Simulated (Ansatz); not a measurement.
Problem. Name a neutral molecule of C, N, Si and H with HOMO energy (ωB97M-V/def2-TZVPP) between -9.65 and -9.35 eV and HOMO–LUMO gap (PBE0/def2-TZVPP) between 7.00 and 7.30 eV (Ansatz, PBE0-D4/def2-TZVP geometry).

Solution. `CN([SiH3])[SiH3]` (-9.37 eV, 7.18 eV). Other molecules can fit too; these were computed, each in one conformer that needn't be the lowest.
